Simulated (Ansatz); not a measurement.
C$_{2}$H$_{3}$BClFS (`C=C(F)B(S)Cl`). The species carries charge 0 and has multiplicity 1. Geometry: relaxed with PBE0-D4/def2-TZVP. It is one conformer, not always the lowest.

```xyz
9

C    -1.309   -0.495   -0.836
C    -0.062   -0.036   -0.845
F     0.534    0.173   -2.034
B     0.793    0.310    0.409
S     0.161   -0.087    2.037
Cl    2.351    1.073    0.192
H    -1.844   -0.701   -1.755
H    -1.814   -0.667    0.105
H     1.190    0.430    2.726
```

(1) What is the dipole moment at B3LYP/def2-TZVPP? (Estimate.)

(2) And with PBE, r2SCAN, ωB97M-V? (Best estimate.)

(3) Give the Mulliken charges with B3LYP, PBE, ωB97M-V in def2-TZVPP. (An estimate is asked.)

## Answers

(1) Computed: 1.74 D, with components (-1.05, -0.37, 1.33) D in this frame, pointing from negative to positive charge.

(2) The calculation gave: PBE 1.59 D, r2SCAN 1.65 D, ωB97M-V 1.72 D.

(3) Ansatz gave: 
```
atom  B3LYP    PBE  ωB97M-V
  C1  -0.18  -0.16    -0.16
  C2   0.18   0.14     0.17
  F3  -0.20  -0.16    -0.20
  B4   0.14   0.11     0.07
  S5  -0.15  -0.15    -0.13
 Cl6  -0.13  -0.11    -0.09
  H7   0.12   0.10     0.12
  H8   0.11   0.09     0.10
  H9   0.12   0.12     0.12
```

B3LYP here is the variant with VWN-RPA as its local correlation; programs differ in this.
